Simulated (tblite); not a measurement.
Run record: tight-binding relaxation, `C=[N][GeH2][C]#C[SiH3]`.

Computed with GFN2-xTB geometry optimisation, gas phase (tblite 0.8.0). Start geometry: from a force field or distance geometry. The input is one job of a driver script: a line of settings, then coordinates in Å.

Command:
```bash
OMP_NUM_THREADS=1 python probes_run.py task.json out
```

Input:
```
{"job": {"kind": "relax", "xc": "GFN2-xTB", "basis": "xTB"}, "charge": 0, "multiplicity": 1}
C      2.860900    -0.107600    -0.627100
N      2.358800     1.085500    -0.598600
Ge     1.075600     1.543600     0.653600
C     -0.467200     0.471900     0.390100
C     -1.441500    -0.228000     0.244900
Si    -2.911800    -1.268400    -0.008700
H      2.519700    -0.867600     0.064200
H      3.616300    -0.345800    -1.357400
H      1.624200     1.330000     2.083600
H      0.677500     3.035200     0.464100
H     -3.504200    -1.590000     1.298400
H     -3.892100    -0.548500    -0.827100
H     -2.520600    -2.509800    -0.676300
```

Output:
```
step      E/eV     max force
  0    -447.52702    2.837
  1    -447.57438    2.602
  2    -447.62598    0.432
  3    -447.63533    0.580
  4    -447.64318    0.510
  5    -447.64799    0.216
  6    -447.65165    0.188
  7    -447.65435    0.179
  8    -447.65654    0.150
  9    -447.65926    0.173
... (117 lines left out)
127    -447.77172    0.022
128    -447.77180    0.030
129    -447.77193    0.034
130    -447.77209    0.030
131    -447.77222    0.026
132    -447.77230    0.020
133    -447.77234    0.013
134    -447.77237    0.016
135    -447.77239    0.013
136    -447.77240    0.009
```

«max force» is the largest atomic force in eV/Å.

Q: From which step on does the largest force stay under 0.1 eV/Å, and how much energy is left to gain from there?

A: From step 73 (0.096 eV/Å), 7.7 meV above the end.

In short: energy lowered by 5.7 kcal/mol over 136 steps; largest atomic force 0.009 eV/Å at the end.

Q: How long does this job take on an Arm Neoverse N1 with one thread, shared host with 64 logical CPUs at a one-minute load of 58?

A: About 1.4 s.
Labels such as C1 count atoms from 1, the log's own numbers from 0.
